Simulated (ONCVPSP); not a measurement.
**cobalt (Co): ONCV pseudisation with PBE, fully relativistic reference atom.**

ONCVPSP 4.0.1 input, shortened (lines: element, Z, core and valence counts, functional; n l f; lmax; l rc ep ncon nbas qcut; lloc lpopt rc5 dvloc0; l nproj debl; icmod fcfact rcfact), PBE, fully relativistic:

```
  Co 27.00    3    4        4      upf
    1    0    2.00
    2    0    2.00
    2    1    6.00
    3    0    2.00
    3    1    6.00
    3    2    7.00
    4    0    2.00
    2
    0    1.55    0.00    3    7    6.90
    1    1.25    0.00    3    6    9.90
    2    1.45    0.00    4    8   11.90
    4    5    0.85    4.00
    0    2    1.10
    1    2    3.20
    2    2    3.50
    2    0.60    0.85
```

Open shells are filled in proportion to 2j + 1.

All-electron outer shells of the reference configuration (PBE, scalar-relativistic, ld1.x):

```json
{"shell": "2p", "level (eV)": "-769.94", "outermost node (bohr)": "–", "outermost maximum (bohr)": "0.17"}
{"shell": "3s", "level (eV)": "-102.40", "outermost node (bohr)": "0.31", "outermost maximum (bohr)": "0.66"}
{"shell": "3p", "level (eV)": "-65.64", "outermost node (bohr)": "0.28", "outermost maximum (bohr)": "0.68"}
{"shell": "3d", "level (eV)": "-8.20", "outermost node (bohr)": "–", "outermost maximum (bohr)": "0.66"}
{"shell": "4s", "level (eV)": "-5.47", "outermost node (bohr)": "0.96", "outermost maximum (bohr)": "2.32"}
```

Task: Estimate the cutoffs (Ha) at which the residual kinetic energy of the hardest occupied pseudo-wave falls to 1 and 0.1 mHa per electron.

Result: 52 Ha and 58 Ha.

Task: What does a ghost test show?

Result: No bound ghost flagged; no localised positive-energy state flagged.

Task: Which valence shell sets the plane-wave cutoff?

Result: 3d: 52 Ha for 1 mHa per electron, against 36 Ha for 3p.

Task: Tests: 3s2 3p6 3d7 4s1; 3s2 3p6 3d7 4s0; 3s2 3p6 3d6 4s0; 3s2 3p6 3d7.5 4s1.5. Which has the largest error in its energy relative to the reference configuration, and how large is it?

Result: 3s2 3p6 3d6 4s0, with +12 meV (all-electron minus pseudo) on +61.69 eV.
